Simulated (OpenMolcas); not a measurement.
An atom or ion with 42 electrons was computed by MS-CASPT2, IPEA 0.25 Eh, imaginary shift 0.1 Eh with spin-orbit coupling (OpenMolcas, ANO-RCC-VQZP, DKH2). The lowest levels that the run gave, each within 12 % of the measured value where one is at hand:

| J | Parity | E (cm⁻¹) | g |
| --- | --- | --- | --- |
| 4 | even | 0.0 | 1.493 |
| 3 | even | 2560 | 1.496 |
| 2 | even | 3820 | 1.497 |
| 1 | even | 4760 | 1.498 |
| 0 | even | 5190 |  |
| 4 | even | 21480 | 1.019 |
| 2 | even | 21590 | 1.478 |
| 6 | even | 22370 | 1.159 |
| 5 | even | 22690 | 1.078 |
| 3 | even | 25210 | 1.013 |
| 4 | even | 25770 | 1.019 |
| 2 | even | 26130 | 0.689 |

Which ion is it, and what are the configurations and terms?

Ag5+ (Z = 47, charge +5; active space 6 electrons in 5 orbitals (4d)). J, parity and g give the terms where levels are pure, and mixed ones are named by the computed weights; the size of the splittings, set against known spectra of the 42-electron sequence, gives the charge. In order, with the measured energies in cm⁻¹ (the list in Gamrath, thesis, University of Mons (2023)): 4d⁶ ⁵D₄, 4d⁶ ⁵D₃ (2692), 4d⁶ ⁵D₂ (3953), 4d⁶ ⁵D₁ (4941), 4d⁶ ⁵D₀ (5380), 4d⁶ ³H₄ [36 %], 4d⁶ ³P₂(1) (21042), 4d⁶ ³H₆ (21512), 4d⁶ ³H₅ [73 %] (21812), 4d⁶ ³F₃(1) (24441), 4d⁶ ³H₄ [52 %], 4d⁶ ³F₂(1) (25306).

CASPT2 breaks the degeneracy within a term, and the mean is taken; among the terms shown or strongly mixed into the levels shown the widest spread is 340 cm-1 (4d⁶ ³G). Computed and measured levels are paired by configuration, term and J; levels that our copy of the source lacks, or whose pairing is in doubt (as where it misses far off the trend of its configuration), stay unpaired and out of the deviations. Only configurations of the active space appear.

A share in square brackets marks a mixed level and gives the weight of the term that names it. A number in round brackets counts repeated terms of one configuration in the order of the reference energies.
